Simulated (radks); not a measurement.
Coulomb parameter of the 4f shell of the gadolinium ion Gd+ in the model configuration [Xe] 4f7 5d1 6s1, as a second difference U = [E(n + 0.5) + E(n - 0.5) - 2 E(n)] / (0.5)^2 with all orbitals relaxed. "Bare": the charge of the atom changes with n. "Screened": the 5d shell takes up the change at fixed total charge, which measures U(4f,4f) + U(5d,5d) - 2 U(4f,5d). Calculated with a radial shooting solver on a logarithmic mesh with Libxc functionals: scalar-relativistic Kohn-Sham, PBE, spin-unpolarised, spherical densities, finite nucleus; Fermi nuclear charge, rms radius 5.1569 fm.

| case | configuration | E - E(n) (eV) |
|---|---|---|
| start | [Xe] 4f7 5d1 6s1 | 0.000 |
| bare +0.5 | [Xe] 4f7.5 5d1 6s1 | -5.692 |
| bare -0.5 | [Xe] 4f6.5 5d1 6s1 | 9.543 |
| screened +0.5 | [Xe] 4f7.5 5d0.5 6s1 | -2.731 |
| screened -0.5 | [Xe] 4f6.5 5d1.5 6s1 | 3.978 |

U(bare) = 15.403 eV, U(screened by 5d) = 4.988 eV, against the Slater integral F0(4f,4f) = 29.475 eV with frozen orbitals.
